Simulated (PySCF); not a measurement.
s to d promotion along the 4d series

All values are computed (PySCF 2.14, energy differences of UHF-based or UKS calculations, no spin-orbit coupling). Basis: def2-QZVPPD with the def2 core potential (28 electrons), ECP. Energy of d^(n+1) s¹ above d^n s² in eV (negative where d^(n+1) s¹ lies lower), between high-spin terms; measured values are centres of gravity of the terms (NIST).

```json
{"element": "Nb", "terms": "4d3 5s2 (4F) → 4d4 5s1 (6D)", "UHF": "-0.711", "LDA": "-0.681", "PBE": "-0.777", "r2SCAN": "-0.921", "PBE0": "-0.759", "MP2 (valence and next inner shell)": "-0.445", "CCSD(T) (valence)": "-0.141", "measured": "-0.184"}
{"element": "Mo", "terms": "4d4 5s2 (5D) → 4d5 5s1 (7S)", "UHF": "-2.202", "LDA": "n/a", "PBE": "n/a", "r2SCAN": "n/a", "PBE0": "n/a", "MP2 (valence and next inner shell)": "-1.855", "CCSD(T) (valence)": "-1.590", "measured": "n/a"}
{"element": "Tc", "terms": "4d5 5s2 (6S) → 4d6 5s1 (6D)", "UHF": "0.736", "LDA": "0.112", "PBE": "-0.125", "r2SCAN": "0.089", "PBE0": "-0.010", "MP2 (valence and next inner shell)": "0.579", "CCSD(T) (valence)": "n/a", "measured": "0.406"}
{"element": "Rh", "terms": "4d7 5s2 (4F) → 4d8 5s1 (4F)", "UHF": "-1.302", "LDA": "-1.781", "PBE": "-1.850", "r2SCAN": "-1.788", "PBE0": "-1.824", "MP2 (valence and next inner shell)": "-1.626", "CCSD(T) (valence)": "-1.586", "measured": "n/a"}
{"element": "Ag", "terms": "4d9 5s2 (2D) → 4d10 5s1 (2S)", "UHF": "-3.690", "LDA": "-3.881", "PBE": "-3.856", "r2SCAN": "-3.848", "PBE0": "-3.930", "MP2 (valence and next inner shell)": "-4.101", "CCSD(T) (valence)": "-4.020", "measured": "-3.971"}
```
